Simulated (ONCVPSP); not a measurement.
rubidium, ONCV: configuration errors across variants

rubidium, optimised norm-conserving Vanderbilt (ONCV), made with ONCVPSP 4.0.1 (LDA (Perdew-Zunger), scalar-relativistic). Core [Ar] 3d10, reference 4s2 4p6 5s1. Waves: 4s+5s: rc 1.95 bohr, ncon 4, nbas 7, qcut 5.9 1/bohr, 3 projectors, debl 3.8 Ha; 4p: rc 2.30 bohr, ncon 4, nbas 8, qcut 7.2 1/bohr, 2 projectors, debl 1.4 Ha; d scattering state at 0.3 Ha: rc 1.75 bohr, ncon 4, nbas 7, qcut 4.8 1/bohr, local. Local part: the d channel. Core correction: polynomial model core, fcfact 0.75.

All-electron excitation energies from the reference (eV): (1) 4s2 4p6 5s0 4.277; (2) 4s2 4p6 5s0.5 1.659; (3) 4s2 4p6 5s0 5p1 1.620; (4) 4s2 4p5 5s1 21.238.

2 further variants failed, have other tests or too few solved ones, and are left out.

Errors AE − PS in meV (a dash: test not solved or not reliable):

```tsv
change	(1)	(2)	(3)	(4)	bound ghosts	GHOST(+) flags above zero
base	-0.1	0.0	+5.4	-13	none	s, p
p: rc 1.8	-0.2	-0.1	0.0	-4.3	none	s
p: rc 2.12	-0.2	0.0	+0.1	-8.1	none	s
p: rc 2.8	-0.2	0.0	+0.2	-8.4	none	s
p: rc 3.34	-0.1	0.0	+0.2	-51	none	s
```

Task: Give the same row for: p: rc 2.66.

Result: -0.1, 0.0, -0.3, -13; bound ghosts: none; GHOST(+) flags above zero: s, p.
